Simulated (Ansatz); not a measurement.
A structure relaxed at PBE0-D4/def2-TZVPD in Ansatz, charge -1, singlet:

Cartesian coordinates in Å:
```
Mn -0.281 0.384 0.025
O 1.085 0.548 -0.768
O -0.804 -0.932 0.743
```

(1) Give its formula and point group.

(2) Summarise the bond lengths by kind (pairs closer than 1.2 times the sum of covalent radii, bridged metal pairs left out).

Results:

(1) MnO2⁻. Point group C2v (tolerance 0.1 Å).

(2) 2 × Mn–O 1.59 Å. The metal has 2 neighbours: O 1.59 Å, O 1.59 Å.

The restricted singlet is unstable: a solution with broken spin symmetry lies lower. The relaxation made no stability test and no search for a lower SCF solution. At PBE0-D4/def2-TZVPD a quintet of charge -1 lies 2.03 eV below the restricted singlet, each at its own geometry. The structure comes from a short search, and lower isomers may exist.
